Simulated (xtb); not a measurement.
Si(Cl)2(Me)(NH2) (CH5Cl2NSi), SMILES C[Si](N)(Cl)Cl. All values are semi-empirical tight-binding results from xtb (GFN2-xTB unless named), good for trends rather than for accurate numbers. Geometry: GFN2-xTB. One conformer was computed; it need not be the lowest.

```yaml
point_group_as_xtb_finds_it: Cs
orbital_gap: 6.70 eV
dipole_moment: 3.46 D
zero_point_energy: 40.8 kcal/mol
G − E(el) at 298.15 K (modified RRHO): 19.9 kcal/mol
static polarisability (D4 model): 79.5 bohr³
solvation energy, GFN2-xTB/ALPB(water): -5.2 kcal/mol
solvation energy, GFN2-xTB/ALPB(dmso): -8.5 kcal/mol
```
